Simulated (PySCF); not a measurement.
## How methods differ on the excitation energy of Se

Se [Ar] 3d10 4s2 4p4 (3P) → Se [Ar] 3d10 4s2 4p3 5s1 (5S), as a difference of total energies. Calculation: PySCF 2.14, in aug-cc-pVTZ-PP with one added diffuse shell each of s, d, f type with ECP10MDF (7s5p5d3f, 68 functions); a scalar-relativistic core potential. Correlated levels: valence: 3s2 3p6 3d10 frozen. The calculations carry no spin-orbit coupling.

```csv
method,excitation energy (cm⁻¹)
UHF,40943
LDA,47126
PBE,46012
PBE0,46617
r2SCAN,48184
CAM-B3LYP,48783
BP86,47166
r2SCANh,48091
B2PLYP,47245
MP2 (valence),44539
SCS-MP2 (valence),45894
```

Errors of the correlated levels include the incompleteness of this basis and the frozen core.

For comparison: 47238 cm⁻¹ (measured; NIST levels, between the centres of gravity of the two terms).
